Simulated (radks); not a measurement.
The numbers below are computed, except where a source is named.
Q: Fe V, 22 electrons, occupied as [Ne] 3s1.5 3p6 3d4 4d0.5 (fractional occupations, a model configuration). Level of theory: scalar-relativistic Kohn-Sham, PBEsol, spin-unpolarised, spherical densities, finite nucleus; Fermi nuclear charge, rms radius 3.7377 fm (a radial shooting solver on a logarithmic mesh with Libxc functionals). Some entries of the table are withheld. Estimate them.

| orbital | occ. | eigenvalue (eV) | <1/r> (bohr^-1) |
|---|---|---|---|
| 1s | 2 | -7061.913 | 25.96 |
| 2s | 2 | -888.8864 | 5.556 |
| 2p | 6 | -768.0740 | 5.452 |
| 3s | 1.5 | (1) | 1.792 |
| 3p | 6 | -124.2958 | 1.670 |
| 3d | 4 | -69.5043 | 1.413 |
| 4s | 0 | -46.1442 | 0.6571 |
| 4p | 0 | (2) | 0.5845 |
| 4d | 0.5 | -25.6496 | 0.4626 |

A: 
(1) 3s eigenvalue (eV): -158.8222
(2) 4p eigenvalue (eV): -37.6704
